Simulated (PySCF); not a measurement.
Species: C7H11F3N (charge +1).
SMILES with atom numbers: `[CH2:1]=[CH:2][CH2:3]/[N+:4](=[CH:5]\[CH3:6])[CH2:7][C:8]([F:9])([F:10])[F:11]` (hydrogens: H12, H13 on C1; H14 on C2; H15, H16 on C3; H17 on C5; H18, H19, H20 on C6; H21, H22 on C7)
Bond orders are those of one Lewis drawing.

Computed by this run: PBE0-D3(BJ)/def2-SVP geometry optimisation, gas phase (PySCF 2.14.0); density fitting, grid level 1; the optimiser is geomeTRIC in internal coordinates, started from a GFN2-xTB structure with every atom displaced at random (about 0.01 Å).

Step 2: E = -17041.4608 eV
```
atom  x, y, z in Å  |  force x, y, z in eV/Å
C1      2.4727   -1.8327    0.1588    0.105   0.051   0.002
C2      1.9290   -0.6571    0.4780   -0.038  -0.073  -0.037
C3      0.4925   -0.5190    0.8761   -0.027   0.157  -0.093
N4     -0.2321    0.3502   -0.0898   -0.039  -0.057   0.048
C5     -0.5918    1.5680    0.1374    0.040  -0.054   0.055
C6     -0.3814    2.3435    1.3629   -0.033   0.060   0.017
C7     -0.5493   -0.2682   -1.3747   -0.065  -0.138  -0.029
C8     -1.9293   -0.9288   -1.3487   -0.091  -0.145  -0.108
F9     -2.2287   -1.3741   -2.5543    0.127   0.028   0.029
F10    -2.8533   -0.0513   -0.9740   -0.060   0.253   0.056
F11    -1.9726   -1.9443   -0.4902    0.162  -0.012   0.053
H12     1.8832   -2.7554    0.1728    0.040  -0.030  -0.017
H13     3.5339   -1.9149   -0.1013   -0.107  -0.014   0.020
H14     2.5314    0.2591    0.4728   -0.006  -0.016   0.022
H15    -0.0244   -1.4880    0.8704   -0.013  -0.013  -0.003
H16     0.3752   -0.0833    1.8758    0.005  -0.014   0.004
H17    -1.1164    2.0644   -0.6895    0.011  -0.001   0.010
H18     0.1008    3.2985    1.0932    0.000  -0.002  -0.002
H19    -1.3725    2.6242    1.7630    0.000  -0.001  -0.003
H20     0.1994    1.8450    2.1451    0.005   0.003  -0.014
H21     0.2143   -1.0241   -1.6036    0.006   0.018  -0.005
H22    -0.5403    0.4864   -2.1714   -0.021   0.000  -0.005
```

Step 3: E = -17041.4623 eV
```
atom  x, y, z in Å  |  force x, y, z in eV/Å
C1      2.4932   -1.8472    0.1475   -0.157   0.054   0.039
C2      1.9279   -0.6836    0.4759    0.035   0.002  -0.013
C3      0.4903   -0.5368    0.8715    0.023   0.049  -0.022
N4     -0.2294    0.3432   -0.0839    0.059  -0.030   0.073
C5     -0.5896    1.5604    0.1456   -0.052   0.061  -0.057
C6     -0.4013    2.3638    1.3583    0.037  -0.112   0.025
C7     -0.5463   -0.2704   -1.3716   -0.022  -0.019  -0.039
C8     -1.9291   -0.9133   -1.3381   -0.037  -0.094  -0.051
F9     -2.2342   -1.3642   -2.5390    0.035   0.010   0.063
F10    -2.8355   -0.0117   -0.9655   -0.060   0.057   0.003
F11    -1.9740   -1.9191   -0.4666    0.033   0.030  -0.015
H12     1.9272   -2.7839    0.1352   -0.018  -0.023   0.009
H13     3.5535   -1.9085   -0.1007    0.072   0.008  -0.018
H14     2.5290    0.2323    0.4913    0.015   0.025   0.008
H15    -0.0322   -1.5027    0.8586   -0.020  -0.007   0.003
H16     0.3767   -0.1107    1.8763    0.019   0.012   0.004
H17    -1.1125    2.0477   -0.6870    0.002   0.015  -0.014
H18     0.0719    3.3186    1.0743    0.006  -0.003  -0.019
H19    -1.3997    2.6397    1.7426   -0.006  -0.014  -0.006
H20     0.1786    1.8878    2.1547    0.017  -0.023   0.020
H21     0.2138   -1.0281   -1.6024    0.011  -0.005  -0.004
H22    -0.5381    0.4847   -2.1682    0.008   0.006   0.010
```

Q: Estimate the geometry and energy of step 4. (The exact step hangs on the optimiser's Hessian estimate; all steps are aligned on step 3, rigid shifts and turns removed.)

A: E = -17041.4660 eV, largest force 0.102 eV/Å
```
atom  x, y, z in Å  |  force x, y, z in eV/Å
C1      2.4878   -1.8385    0.1576   -0.097   0.026   0.020
C2      1.9255   -0.6713    0.4758    0.012   0.000  -0.007
C3      0.4877   -0.5250    0.8687    0.012   0.005  -0.031
N4     -0.2330    0.3459   -0.0930    0.053  -0.031   0.056
C5     -0.5914    1.5626    0.1392   -0.028   0.037  -0.018
C6     -0.3904    2.3473    1.3615    0.007  -0.034   0.010
C7     -0.5498   -0.2727   -1.3788   -0.009   0.008  -0.018
C8     -1.9315   -0.9170   -1.3419   -0.015  -0.055  -0.034
F9     -2.2352   -1.3728   -2.5407    0.012   0.001   0.055
F10    -2.8391   -0.0140   -0.9721   -0.038   0.013  -0.007
F11    -1.9715   -1.9190   -0.4659    0.004   0.029  -0.015
H12     1.9205   -2.7747    0.1525   -0.017  -0.011   0.009
H13     3.5486   -1.9037   -0.0896    0.060   0.004  -0.015
H14     2.5266    0.2448    0.4848    0.011   0.016   0.007
H15    -0.0328   -1.4923    0.8620   -0.010  -0.006   0.005
H16     0.3722   -0.0921    1.8704    0.015  -0.011  -0.010
H17    -1.1162    2.0584   -0.6873    0.005   0.005  -0.012
H18     0.0867    3.3032    1.0875    0.004   0.002  -0.009
H19    -1.3848    2.6234    1.7560   -0.003  -0.007  -0.001
H20     0.1920    1.8564    2.1472    0.005   0.000   0.003
H21     0.2113   -1.0303   -1.6070    0.008  -0.004  -0.001
H22    -0.5427    0.4795   -2.1781    0.009   0.013   0.013
```

The energy changes by -0.0037 eV. The first-order estimate −F·Δx gives -0.0058 eV and the mean of the old and new forces, exact on a quadratic surface, -0.0034 eV. The step makes an angle of 76° with the force vector and moves no atom by more than 0.035 Å.

The cost below is that of the whole optimisation. Hardware: an Intel Xeon 6975P-C with one thread, no GPU, shared host with 192 logical CPUs at a one-minute load of 42. Cost: 3.0 min wall, 0.91 GiB resident at most.
